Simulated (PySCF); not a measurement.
The isolated species `CS[Si](C)(C)SC` (Si(SMe)2Me2) is ionised with Al Kα (hν = 1486.6 eV). Calculated photoelectron kinetic energies of its computed core levels, recoil neglected:

| line | kinetic energy (eV) |
| --- | --- |
| 1 | 1379.98 |
| 2 | 1379.35 |
| 3 | 1196.40 |
| 4 | 1195.54 |

Computed, not measured: delta-SCF UKS SCAN, pcX-2 on the ionised atom, pcseg-1 elsewhere, spin-free X2C (PySCF).

Task: Convert to binding energies and name the level and atom behind each line. Bonds: Si1–S2, Si1–S7, Si1–C12, Si1–C16, S2–C3, S7–C8. Hydrogens: H4, H5, H6 on C3; H9, H10, H11 on C8; H13, H14, H15 on C12; H17, H18, H19 on C16.

Result: Against the vacuum level, binding energy = hν − kinetic energy.

```tsv
line	binding energy (eV)	level	atoms	environment
1	106.62	Si 2p3/2	Si1	silicon bonded to 2 C and 2 S
2	107.25	Si 2p1/2	Si1	silicon bonded to 2 C and 2 S
3	290.20	C 1s	C12/C16	carbon bonded to Si and 3 H
4	291.06	C 1s	C3/C8	carbon bonded to S and 3 H
```

Out of reach at this photon energy: Si 1s (1846.5 eV), S 1s (2476.2 eV).

Task: Where does line 3 move with hν = 1000.0 eV?

Result: To 1000.0 − 290.20 = 709.80 eV; every photoline shifts by the change in photon energy, -486.6 eV.

Lowest listed C 1s: C12/C16, bonded to 3 H and Si. Highest, 0.86 eV above it: C3/C8, bonded to S and 3 H.

Task: Express the binding energy of Si 2p3/2 of Si1 in atomic units and per mole.

Result: 106.62 eV = 3.9182 Eh = 10287 kJ/mol.

Other core shells, valence and Auger electrons aren't listed. One atom of each set of topologically equivalent atoms was ionised and stands for the set; in this conformer not all members are related by symmetry, and their own values weren't computed. Not every level is listed. Spin–orbit and ligand-field terms were added within each 2p shell after the spin-free SCF. 2p1/2 minus 2p3/2 (ligand field included): Si 0.63 eV. One conformer (not necessarily the lowest) at the PBE0-D3(BJ)/def2-SVP geometry, without solvent, vibrations or thermal averaging.
